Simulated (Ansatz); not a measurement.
C$_{2}$H$_{6}$BO$_{2}$, doublet, geometry from GFN2-xTB. Base run: R2SCAN/6-31G in Ansatz (an electronic-structure program).

Input for Ansatz:
Ansatz 0.2 input:
```yaml
crystal:
  periodic: [false, false, false]
  atoms:
    - {symbol: C, position_ang: [1.94644984, 0.59799842, 0.28473261]}
    - {symbol: O, position_ang: [1.31633345, -0.63390703, -0.07185778]}
    - {symbol: B, position_ang: [0.00332445, -0.81834504, -0.20905919]}
    - {symbol: O, position_ang: [-0.87585325, 0.20696569, -0.01806442]}
    - {symbol: C, position_ang: [-2.27167056, 0.13785852, -0.11124569]}
    - {symbol: H, position_ang: [1.20515373, 1.38947060, 0.39223415]}
    - {symbol: H, position_ang: [2.47657843, 0.45150328, 1.22710755]}
    - {symbol: H, position_ang: [2.65933104, 0.85508520, -0.50002597]}
    - {symbol: H, position_ang: [-2.70255446, -0.03000945, 0.88069122]}
    - {symbol: H, position_ang: [-2.63289766, 1.09321993, -0.49828473]}
    - {symbol: H, position_ang: [-2.59475070, -0.66715519, -0.77797028]}
basis:
  gaussian:
    orbitals: 6-31G
hamiltonian:
  xc: r2scan
magnetization: {spin_polarized: true, initial_magnetization: 1}
```

Variants of this job, named by their change:

| change | E (Eh) | SCF-reference <S^2> |
|---|---|---|
| base | -254.88945 | 0.754 |
| functional = hse06 | -254.72372 | 0.753 |
| functional = hf | -253.54212 | 0.754 |
| functional = wB97X | -254.95953 | 0.753 |
| functional = blyp | -254.95119 | 0.752 |
| functional = B97M-V | -254.98974 | 0.754 |
| functional = cam_b3lyp | -254.91715 | 0.752 |
| functional = BHLYP | -254.88773 | 0.752 |
| functional = B2PLYP | -254.68879 | 0.753 |
| functional = wB97M-V | -254.92209 | 0.752 |
| functional = revpbe | -254.95428 | 0.753 |
| functional = PBE-QIDH | -254.52750 | 0.753 |
| functional = b3lyp | -255.03984 | 0.752 |

Total energies compare only within one method and basis.
